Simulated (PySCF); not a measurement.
F₄Se, SMILES F[Se-](F)(F)F, charge -1, multiplicity 2. Atoms are numbered in the order given.

```xyz
5

Se     0.0000     0.0000     0.3985
F      1.8866     0.0000     0.2908
F     -1.8866     0.0000     0.2908
F      0.0000     1.2052    -1.0436
F      0.0000    -1.2052    -1.0436
```
Charge -1, spin multiplicity 2.

Geometry optimised at TPSSh-D3(BJ)/def2-SVPD.

All values below come from TPSSh-D3(BJ)/def2-SVPD in PySCF.

Frequencies are harmonic and unscaled.

```json
[
 {"mode": "1", "ν (cm⁻¹)": "138", "IR (km/mol)": "13.2", "moving atoms (share of kinetic energy)": "F 98 %"},
 {"mode": "2", "ν (cm⁻¹)": "181", "IR (km/mol)": "0.0", "moving atoms (share of kinetic energy)": "F 100 %"},
 {"mode": "3", "ν (cm⁻¹)": "189", "IR (km/mol)": "3.9", "moving atoms (share of kinetic energy)": "F 92 %, Se 8 %"},
 {"mode": "4", "ν (cm⁻¹)": "280", "IR (km/mol)": "0.2", "moving atoms (share of kinetic energy)": "F 93 %"},
 {"mode": "5", "ν (cm⁻¹)": "284", "IR (km/mol)": "106.1", "moving atoms (share of kinetic energy)": "F 64 %, Se 36 %"},
 {"mode": "6", "ν (cm⁻¹)": "343", "IR (km/mol)": "7.1", "moving atoms (share of kinetic energy)": "F 87 %, Se 13 %"},
 {"mode": "7", "ν (cm⁻¹)": "460", "IR (km/mol)": "27.8", "moving atoms (share of kinetic energy)": "F 96 %"},
 {"mode": "8", "ν (cm⁻¹)": "504", "IR (km/mol)": "386.6", "moving atoms (share of kinetic energy)": "F 64 %, Se 36 %"},
 {"mode": "9", "ν (cm⁻¹)": "559", "IR (km/mol)": "86.3", "moving atoms (share of kinetic energy)": "F 76 %, Se 24 %"}
]
```
